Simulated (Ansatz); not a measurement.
`F[SiH](F)[SiH3]` → `F[SiH3]` + `F[SiH]` at 500 K and 1 bar (silylene formation by 1,1-elimination).

Computed with Ansatz on PBE0-D4/def2-TZVP structures; ΔE is electronic, products minus reactants. CBS: MP2 limit from def2 TZ/QZ plus the TZ coupled-cluster correction, frozen cores. This one scheme is used for every species.

```tsv
species	CCSD(T)/CBS energy (Eh)	H − E (kJ/mol)	S (J/(mol·K))
`F[SiH](F)[SiH3]`	-780.26920	145.2	389.1
`F[SiH3]`	-390.72345	94.1	267.5
`F[SiH]`	-389.46371	40.7	260.3
```

H − E and S are ideal-gas, rigid-rotor, harmonic terms from PBE0-D4/def2-TZVP. 1 Eh = 2625.50 kJ/mol, R = 8.31446 J/(mol·K).

Question: By hand: ΔE, ΔH, ΔS and ΔG.

Answer: ΔE = (-390.72345) + (-389.46371) − (-780.26920) = 0.08204 Eh = 215.4 kJ/mol. Δ(H − E) = 94.1 + 40.7 − 145.2 = -10.4, so ΔH = 205.0 kJ/mol. ΔS = 267.5 + 260.3 − 389.1 = 138.7 J/(mol·K). ΔG = 205.0 − 500 × (138.7)/1000 = 135.7 kJ/mol.

Question: By hand: the equilibrium constant, and the temperature at which ΔG would vanish if ΔH and ΔS stayed fixed.

Answer: log₁₀ K = −ΔG/(RT ln 10) = -14.2. ΔG = 0 at ΔH/ΔS = 1478 K.

The number of gas molecules changes by +1, which sets the sign of ΔS. A doubt of 5 kJ/mol in ΔE shifts log₁₀ K by 0.5 here. These are equilibria of isolated gas molecules and say nothing of rates. Largest T1 diagnostic: 0.015 (customary marks: 0.02 for closed shells, 0.045 for open ones).
